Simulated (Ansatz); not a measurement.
Computed with Ansatz on PBE0-D4/def2-TZVP structures; ΔE is electronic, products minus reactants. CCSD(T)/CBS is the MP2 limit (def2-TZVPP, def2-QZVPP) plus CCSD(T) − MP2 in def2-TZVPP, frozen cores. This one scheme is used for every species. DFT in def2-TZVPP. B3LYP here is the variant with VWN-RPA as its local correlation; programs differ in this. For Ge, Se outer-core shells are correlated without core-valence functions, which leaves a few kJ/mol of doubt a bond. Scalar relativity is left out up to krypton. Each species was taken in one conformer, which may not be the lowest.

Consider the β-hydride elimination: `C[O][Ge]([F])([F])[SeH]` → `[F][GeH]([F])[SeH]` + `C=O`.

CCSD(T)/CBS gives +154.0 kJ/mol.

**Question.** Another level gave +143.9 kJ/mol. Which?
A. PBE0/def2-TZVPP
B. r2SCAN/def2-TZVPP
C. B3LYP-D4/def2-TZVPP
D. MP2/def2-TZVPP

**Answer.** C. B3LYP-D4 143.9, r2SCAN 155.3, PBE0 150.2, MP2/def2-TZVPP 161.0 kJ/mol.

Largest T1 diagnostic among the species: 0.015.

In def2-TZVPP, CCSD(T) changes the Hartree–Fock value by +20.9 kJ/mol (the triples alone add +0.7 kJ/mol) and MP2 by +30.1 kJ/mol. The D4 term adds +13.9 kJ/mol with B3LYP and +7.7 kJ/mol with PBE0; it sums over pairs of atoms, weighted by their polarisabilities, and B3LYP, whose exchange is more repulsive, gets the larger term. From PBE to PBE0 (25 % exact exchange), in def2-TZVPP and without D4, ΔE moves by +13.7 kJ/mol.
